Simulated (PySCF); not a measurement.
Atoms are numbered as in `[CH3:1][C@@:2]1([F:3])[CH2:4][CH:5]=[C:6]1[F:7]`; H(Xn) means a hydrogen on atom n. Ha(C4) is pro-R; Hb(C4) is pro-S.

Geometry: PBE0-D3(BJ)/def2-SVP; GIAO shifts from PySCF 2.14, gas phase, non-relativistic, averaged over equivalent atoms.

At PBE0/pcSseg-1 (149 basis functions, 14 s wall time on 1 thread of an Arm Neoverse V1, shared host):
```
 atoms  δ (ppm)
    C6    163.5
    C5    112.3
    C2     97.0
    C4     37.7
    C1     22.0
    F7    -93.4
    F3   -172.0
 H(C5)     5.12
Ha(C4)     2.42
Hb(C4)     2.06
 H(C1)     1.56
```

δ = σ(ref) − σ, references computed at the same level: TMS for 13C (σref 184.41), 1H (σref 31.27); CFCl3 for 19F (σref 177.25).

Q: Predict the values at PBE0/cc-pVTZ on the same geometry.

A: 
| atoms | δ at PBE0/cc-pVTZ | change |
| --- | --- | --- |
| C6 | 161.5 | -2.0 |
| C5 | 109.7 | -2.6 |
| C2 | 97.3 | +0.3 |
| C4 | 37.1 | -0.6 |
| C1 | 21.3 | -0.7 |
| F7 | -92.6 | +0.8 |
| F3 | -166.8 | +5.2 |
| H(C5) | 5.10 | -0.02 |
| Ha(C4) | 2.26 | -0.16 |
| Hb(C4) | 2.07 | +0.01 |
| H(C1) | 1.51 | -0.05 |

Chemical shifts δ = σref − σ; TMS for 13C (σref 187.29), 1H (σref 31.29); CFCl3 for 19F (σref 182.60), all at this level.

The largest change is at F3 (fluorine on an sp3 carbon). Cost: 294 basis functions, 44 s wall time on 1 thread of an Arm Neoverse V1, shared host. The order of the carbon signals is the same at both levels.

Unscaled 19F shifts against computed CFCl3 carry errors that often reach 10 to 50 ppm.
